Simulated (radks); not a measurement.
Question: These are the eigenvalues of the occupied orbitals of an atom or ion with whole-number occupations (hartree). Calculated with a radial shooting solver on a logarithmic mesh with Libxc functionals: Dirac Kohn-Sham, LDA (Slater exchange, VWN5 correlation), spin-unpolarised, spherical densities, point nucleus.

1s1/2: -847.4725
2s1/2: -124.8748
2p1/2: -115.8683
2p3/2: -110.5614
3s1/2: -24.19523
3p1/2: -20.66669
3p3/2: -19.75195
3d3/2: -13.48142
3d5/2: -13.30062
4s1/2: -5.20915
4p1/2: -4.10168
4p3/2: -3.94353
4d3/2: -2.22076
4d5/2: -2.19921
5s1/2: -1.59701

Which element is it, and in what charge state? The configuration may be excited. Open shells, if any, fill j = l - 1/2 first.

Answer: Z = 45, rhodium, charge +4: Rh4+ in [Ar] 3d10 4s2 4p5 4d5 5s1. The list shows which subshells hold electrons but not how many an open one holds; the 1s level, -847.47 hartree, gives Z - s = 41.2 by -(Z - s)^2/2, which with screening and relativity narrows Z to a few neighbours, and the depths of the outer levels then fix element, charge and occupations together.
